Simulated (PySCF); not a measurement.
Al²⁺: excitation energy

Al²⁺ [Ne] 3s1 (2S) → Al²⁺ [Ne] 3d1 (2D), as a difference of total energies. Calculation: PySCF 2.14, in aug-cc-pCVTZ-DK; scalar relativity by spin-free X2C-1e. Correlated levels: valence and next inner shell: 1s2 frozen. The calculations carry no spin-orbit coupling.

| method | excitation energy (cm⁻¹) |
| --- | --- |
| UHF | 114920 |
| MP2 (valence and next inner shell) | 116550 |
| SCS-MP2 (valence and next inner shell) | 116200 |
| CCSD (valence and next inner shell) | 116530 |
| CCSD(T) (valence and next inner shell) | 116570 |

The promoted electron is Rydberg-like, and one or two diffuse shells describe it only roughly, which tends to raise the upper state.
